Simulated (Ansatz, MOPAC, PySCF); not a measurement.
Molecule: methyl-bis(sulfanyl)borane, CH5BS2, charge 0, multiplicity 1. SMILES: CB(S)S
Geometry: optimised at B3LYP-D3(BJ)/def2-TZVP (Ansatz, a program for electronic structure).

Wanted: size of the dipole moment, in D. Conventions: PM7 with its own dispersion and hydrogen-bond terms; dispersion terms only where a functional's name holds one; non-relativistic; 6-311+G** with 5d, 6d on Na to Ar in Ansatz; spin-orbit terms left out; six Cartesian d functions in 6-31G* and its kin unless marked 5d. First-principles rows: single points at B3LYP-D3(BJ) geometries (Ansatz). Semi-empirical rows: dipoles at the shared geometry.

```
level               program  size of the dipole moment (D)
------------------  -------  -----------------------------
AM1                   MOPAC                           1.67
PM7                   MOPAC                           1.52
PBE/STO-3G           Ansatz                           0.82
PBE/3-21G            Ansatz                           1.57
PBE/6-31G*           Ansatz                           1.30
PBE/def2-SVP         Ansatz                           1.08
B3LYP/STO-3G         Ansatz                           0.78
B3LYP/3-21G          Ansatz                           1.60
B3LYP/6-31G*         Ansatz                           1.31
B3LYP/6-31+G*        Ansatz                           1.28
B3LYP/cc-pVDZ        Ansatz                           1.12
B3LYP/6-311+G**      Ansatz                           1.19
PBE0/6-311+G**       Ansatz                           1.26
B3PW91/6-31G* (5d)    PySCF                           1.34
```

No value to compare with is used here. The 14 habitual levels span 0.78 (B3LYP/STO-3G) to 1.67 D (AM1).

The levels are drawn from those run, B3LYP/6-31G* more often than the rest, none by its result; left out are runs that failed, that the program found above a lower state of the same kind, or whose <S^2> lies over 0.5 above the pure value.
